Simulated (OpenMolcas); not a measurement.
**Zn I: effect of the active space**

```yaml
Program: OpenMolcas
Method: CASSCF or its RAS form
Basis: ANO-RCC-VQZP
Scalar_Hamiltonian: DKH2, point nucleus
Spin-orbit_coupling: state interaction with AMFI integrals over the reference wave functions, term energies averaged over their components
```

A. 2 electrons in 4 orbitals (4s 4p); 2S+1 = 3 even, 3 roots; 2S+1 = 1 even, 1 root; 2S+1 = 3 odd, 3 roots; 2S+1 = 1 odd, 3 roots; cost about 23 core-seconds
B. 2 electrons in 8 orbitals (4s 4p 5s 5p); 2S+1 = 3 even, 3 roots; 2S+1 = 1 even, 1 root; 2S+1 = 3 odd, 3 roots; 2S+1 = 1 odd, 3 roots; cost of the order of 30 core-seconds
C. 2 electrons in 9 orbitals (RAS2 4s 4p; RAS3 4d, at most 2 electrons); 2S+1 = 3 even, 3 roots; 2S+1 = 1 even, 6 roots; 2S+1 = 3 odd, 3 roots; 2S+1 = 1 odd, 3 roots; cost roughly 30 core-seconds

Energies in cm⁻¹ above 4s² ¹S₀, the measured ground level; measured values from NIST Handbook of Basic Atomic Spectroscopic Data.

| Level | A | B | C | Measured |
| --- | --- | --- | --- | --- |
| 4s² ¹S₀ | 0.0 | 0.0 | 0.0 | 0.0 |
| 4s 4p ³P°₀ | 29118 | 29248 | 26824 | 32311 |
| 4s 4p ³P°₁ | 29275 | 29404 | 26984 | 32501 |
| 4s 4p ³P°₂ | 29591 | 29719 | 27308 | 32890 |
| 4s 4p ¹P°₁ | 48867 | 49123 | 44845 | 46745 |

Deviations, from unrounded energies. A percentage is the sum of absolute deviations over the sum of measured energies, with the sign that they share, or ± where signs differ.

```
           Against measurement  Levels     A     B      C
mean absolute deviation (cm-1)       4  3000  2900   4600
      other configurations (%)       4  ±8.2  ±8.1  -12.8
```

A, B lie about equally close to measurement and C furthest from it. The largest miss of B in the table is 4s 4p ³P°₂, by -3200 cm-1. The ranking rests on the paired levels alone, and a cruder setting can come out closer through cancelling errors.

Among A to C the level of the table that moves most is 4s 4p ¹P°₁, by 4300 cm-1 (lowest in C, highest in B).

Without dynamic correlation excited terms often stand tens of per cent too high (terms of higher spin than the ground term too low), and those without a measured partner can miss by more than the paired ones. Active for correlation alone: 5p 5s; no level in the range computed is led by a configuration that fills them, so any true level of that kind is missing (holds for B). Active for correlation alone: 4d; no level in the range computed is led by a configuration that fills it, so any true level of that kind is missing (holds for C). Computed and measured levels are paired by configuration, term and J; levels that our copy of the source lacks, or whose pairing is in doubt (as where it misses far off the trend of its configuration), stay unpaired and out of the deviations. Only configurations of the active space appear. Levels that lie high or do not pair safely by name in every column are left out.

° marks odd parity.
